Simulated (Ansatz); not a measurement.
Geometry optimisation, DFT LDA, scalar-relativistic, plane waves, PAW (Ansatz 0.2.0).

Input file:

```yaml
crystal:
  lattice:
    - [0.0, 5.43, 5.43]
    - [5.43, 0.0, 5.43]
    - [5.43, 5.43, 0.0]
  atoms:
    - { symbol: Si, position: [0.0, 0.0, 0.0] }
    - { symbol: Si, position: [0.125, 0.125, 0.125] }
    - { symbol: Si, position: [0.0, 0.0, 0.5] }
    - { symbol: Si, position: [0.125, 0.125, 0.625] }
    - { symbol: Si, position: [0.0, 0.5, 0.0] }
    - { symbol: Si, position: [0.125, 0.625, 0.125] }
    - { symbol: Si, position: [0.0, 0.5, 0.5] }
    - { symbol: Si, position: [0.125, 0.625, 0.625] }
    - { symbol: Si, position: [0.5, 0.0, 0.0] }
    - { symbol: Si, position: [0.625, 0.125, 0.125] }
    - { symbol: Si, position: [0.5, 0.0, 0.5] }
    - { symbol: Si, position: [0.625, 0.125, 0.625] }
    - { symbol: Si, position: [0.5, 0.5, 0.0] }
    - { symbol: Si, position: [0.625, 0.625, 0.125] }
    - { symbol: Si, position: [0.5, 0.5, 0.5] }
    - { symbol: Si, position: [0.625, 0.625, 0.625] }
    - { symbol: B, position: [0.741409, 0.7461874, 0.7521137], spin: 1.0 }
magnetization:
  spin_polarized: true
basis:
  ecutwfc: 420.0
kpoints:
  mp_grid: { grid: [2, 2, 2] }
hamiltonian:
  xc: lda
  pseudopotentials: { kind: paw, azcp: { folder: soft_1 } }
scf:
  occupations: { method: fermi_dirac, width: 0.05 }
  lower_state_search: "off"
relax:
  f_tol: 0.08
  max_steps: 25
  adjacent_minimum: "off"
```

Command:

```bash
$ ansatz run input.yaml --threads 1 --pin off --max-ram 3072MiB --backend cpu --events-out ev --progress --plain --runs-dir out
```

Problem. Where does it end, and by what steps?

Solution. The forces met the threshold. The force dipped under the threshold on the way, but the program's further checks kept it going. Limits of this set-up: coarse k mesh, PAW files made for another functional. After 9 steps the energy has fallen by 0.182 eV; B17 moved furthest, 0.56 Å. Joined: Si13–B17 (2.65 → 2.20 Å).

```tsv
step	energy less start (eV)	largest force component (eV/Å)	accepted
0	0.0000	0.400	yes
1	-0.0643	0.189	yes
2	-0.0869	0.040	yes
3	-0.0883	0.063	yes
4	-0.0922	0.090	yes
5	-0.1117	0.169	yes
6	-0.1592	0.226	yes
7	-0.1724	0.245	yes
8	-0.1815	0.048	yes
9	-0.1815	0.048	yes
```

```xyz
17
Lattice="0.0000 5.4300 5.4300 5.4300 0.0000 5.4300 5.4300 5.4300 0.0000" Properties=species:S:1:pos:R:3
Si 0.005 0.008 0.054
Si 1.372 1.375 1.382
Si 2.685 2.752 0.022
Si 4.057 4.077 1.378
Si 2.695 0.030 2.765
Si 4.084 1.344 4.112
Si 5.389 2.738 2.761
Si 6.775 4.079 4.076
Si 0.049 2.731 2.743
Si 1.371 4.087 4.135
Si 2.710 5.422 2.728
Si 3.998 6.885 4.024
Si 2.737 2.688 5.450
Si 4.059 4.084 6.887
Si 5.371 5.448 5.378
Si 6.730 6.791 6.859
B 8.349 7.869 7.625
```

Run time: 2.1 min on 1 thread of Arm Neoverse V2, with other jobs on the host, peak memory 0.61 GiB.
